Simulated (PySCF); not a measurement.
These are TPSSh-D3(BJ)/def2-TZVPD // CAM-B3LYP-D3(BJ)/def2-TZVPD (PySCF) values and carry that method's errors. Gas-phase values, no solvent. 

Reference species (SMILES): `[O-][SiH3]` (charge -1, multiplicity 1).

```yaml
HOMO: -0.50 eV
```

Changed species: `[C-]#[N+][SiH2][O-]` (X = isocyano, proton removed; the reference has X = H, proton removed).

Give the shifts of the HOMO.

the HOMO falls by 0.92 eV, to -1.42 eV.
